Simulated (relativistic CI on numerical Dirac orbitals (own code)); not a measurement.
Hg³⁺: sensitivity of the levels to the model

Base calculation: Dirac-Coulomb-Breit CI, KLI orbitals optimised for each configuration, model QED (radiative potential, 1s self-energy scaled to tabulated hydrogen-like ionisation energies), valence Slater integrals scaled by 0.85, P86 correlation energy added to each configuration.

CI space (outside the closed core [Kr] 4d10 4f14 5s2): 5p6 5d9, 5p6 5d8 6s, 5p6 5d8 6p, 5p6 5d8 5f, 5p6 5d8 6d, 5p6 5d8 7s, 5p6 5d7 6s 6p, 5p6 5d8 7p, 5p6 5d8 7d, 5p6 5d8 6f, 5p5 5d10, 5p6 5d8 5g, 5p6 5d8 7f, 5p6 5d7 6s2, 5p6 5d6 6s2 6p, 5p6 5d6 5f 6s2, 5p6 5d6 6s2 6d, 5p6 5d6 6s2 7s, 5p6 5d6 6s2 7p. Double excitations out of closed p, d and f shells are left out; levels of such configurations are missing from the list, as are those of other unlisted configurations, and high levels can miss mixing partners.

The lowest level and the first level of each name with at least 55 % of one term (blank where a level has no safe partner in the second run):

```csv
Level,Base (cm⁻¹),Shift (cm⁻¹)
5p6 5d9 2D_5/2,0.0,0.0
5p6 5d9 2D_3/2,14763.9,-0.1
5p6 5d8 6s 4F_9/2,65284.8,-282.9
5p6 5d8 6s 4F_7/2,71497.4,-280.6
5p6 5d8 6s 4F_5/2,82432.3,-281.8
5p6 5d8 6s 2F_7/2,83996.8,-278.5
5p6 5d8 6s 4P_1/2,88575.3,-280.9
5p6 5d8 6s 4P_3/2,89411.2,-281.3
5p6 5d8 6s 2G_9/2,97623.7,-280.7
5p6 5d8 6s 2G_7/2,98448.2,-280.2
5p6 5d8 6s 2P_1/2,100196.5,-275.5
5p6 5d8 6s 2S_1/2,130059.6,-278.7
5p6 5d8 6p 4D°_7/2,134248.4,-168.0
5p6 5d8 6p 4G°_7/2,150387.8,-167.5
5p6 5d8 6p 4G°_11/2,152520.2,-168.4
5p6 5d8 6p 4F°_9/2,154728.4,-169.0
5p6 5d7 6s2 4F_9/2,155432.2,-229.2
5p6 5d8 6p 2F°_7/2,155950.5,-166.1
5p6 5d8 6p 4P°_1/2,158226.2,-164.3
5p6 5d8 6p 2D°_5/2,159104.7,-161.7
5p6 5d8 6p 2H°_9/2,165154.6,-165.3
5p6 5d8 6p 4G°_9/2,167534.7,-168.4
```

For a near-neutral ion this model can misplace configurations by up to about 10,000 cm⁻¹ (more where the count of f electrons changes) and terms by 10 to 25 % of their spread. Rates follow the energies as ν³ (E1, M1) or ν⁵ (E2), so they and the lifetimes can be off by large factors. The fine structure of a lone outer electron comes out too small, for d and f at times inverted, and misplaced configurations move strength between like terms.

Task: One thing was changed in a second run, which moved the levels as shown. Which?
A. only the first 3 configurations
B. QED terms removed
C. self-excluded LDA correlation estimate
D. Breit term removed
E. one mean potential for all configurations
F. configuration mixing switched off
G. Slater integrals left unscaled

Result: C. Self-excluded LDA correlation estimate. A correlation estimate moves all levels of a configuration together before mixing; mixed levels move by a weighted share.

LS names give the leading component of a level, which can be under half, so a name can repeat, a term be missing and a line seem to break the LS rules.
